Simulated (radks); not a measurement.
Ionisation of the cobalt ion Co3+, [Ar] 3d6, to [Ar] 3d5 as the strength of local exchange is varied. All-electron calculation, non-relativistic Kohn-Sham, Slater X-alpha exchange (alpha = 2/3 is LDA exchange), no correlation, spin-unpolarised, spherical densities, point nucleus. Program: a radial shooting solver on a logarithmic mesh with Libxc functionals.

[
 {"alpha": "0.563", "E(Co3+) (hartree)": "-1367.36917", "exchange (hartree)": "-44.66653", "IE (eV)": "51.303", "-e of the level emptied (eV)": "41.389 (3d)", "<r> of it (bohr)": "0.9619"},
 {"alpha": "0.571", "E(Co3+) (hartree)": "-1368.00400", "exchange (hartree)": "-45.32126", "IE (eV)": "51.521", "-e of the level emptied (eV)": "41.588 (3d)", "<r> of it (bohr)": "0.9602"},
 {"alpha": "0.657", "E(Co3+) (hartree)": "-1374.84618", "exchange (hartree)": "-52.39473", "IE (eV)": "53.906", "-e of the level emptied (eV)": "43.768 (3d)", "<r> of it (bohr)": "0.9423"},
 {"alpha": "0.664", "E(Co3+) (hartree)": "-1375.40453", "exchange (hartree)": "-52.97331", "IE (eV)": "54.103", "-e of the level emptied (eV)": "43.948 (3d)", "<r> of it (bohr)": "0.9409"},
 {"alpha": "0.667", "E(Co3+) (hartree)": "-1375.64388", "exchange (hartree)": "-53.22139", "IE (eV)": "54.187", "-e of the level emptied (eV)": "44.026 (3d)", "<r> of it (bohr)": "0.9403"},
 {"alpha": "0.858", "E(Co3+) (hartree)": "-1390.96382", "exchange (hartree)": "-69.17649", "IE (eV)": "59.748", "-e of the level emptied (eV)": "49.150 (3d)", "<r> of it (bohr)": "0.9042"},
 {"alpha": "0.902", "E(Co3+) (hartree)": "-1394.51554", "exchange (hartree)": "-72.89654", "IE (eV)": "61.076", "-e of the level emptied (eV)": "50.381 (3d)", "<r> of it (bohr)": "0.8964"}
]

NIST Atomic Spectra Database: 51.3 eV (semi-empirical). The central value is not met in this range of alpha. Spin polarisation and multiplet splitting are left out, so open shells lie too high by an amount that depends on their filling.

Beside tabulated values, note that spin-unpolarised runs miss the spin-polarisation part of the exchange energy of open shells.
